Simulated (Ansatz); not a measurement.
`NC(F)S` and `BNC(F)S` differ in one atom or group.

Ansatz, PBE0-D4/def2-TZVP geometries, multiplicity 1. Each molecule was computed in one conformer, which needn't be the lowest.

| property | `NC(F)S` |
| --- | --- |
| LUMO energy (PBE0/def2-TZVPP) / eV | 0.15 |
| HOMO energy (PBE0/def2-TZVPP) / eV | -7.33 |
| HOMO–LUMO gap (B3LYP/def2-TZVPP) / eV | 6.93 |
| HOMO energy (ωB97M-V/def2-TZVPP) / eV | -9.60 |
| size of the dipole moment (ωB97M-V/def2-TZVPP) / D | 1.96 |
| HOMO energy (B3LYP/def2-TZVPP) / eV | -7.09 |

(1) Give the same properties after the change, and the shifts. (Estimate.)

Results:

(1) The calculation gave: 
```
                                          property  `BNC(F)S`  shift
                LUMO energy (PBE0/def2-TZVPP) / eV      -0.38  -0.53
                HOMO energy (PBE0/def2-TZVPP) / eV      -7.51  -0.18
             HOMO–LUMO gap (B3LYP/def2-TZVPP) / eV       6.64  -0.29
             HOMO energy (ωB97M-V/def2-TZVPP) / eV      -9.78  -0.18
size of the dipole moment (ωB97M-V/def2-TZVPP) / D       2.10   0.14
               HOMO energy (B3LYP/def2-TZVPP) / eV      -7.26  -0.17
```

With PBE0 the HOMO falls by 0.18 eV and the LUMO falls by 0.53 eV, so the gap narrows by about 0.35 eV. PBE moves the HOMO by -0.20 eV and ωB97M-V by -0.18 eV. Dipoles are sizes alone; their direction can turn.

B3LYP here is the variant with VWN-RPA as its local correlation; programs differ in this.
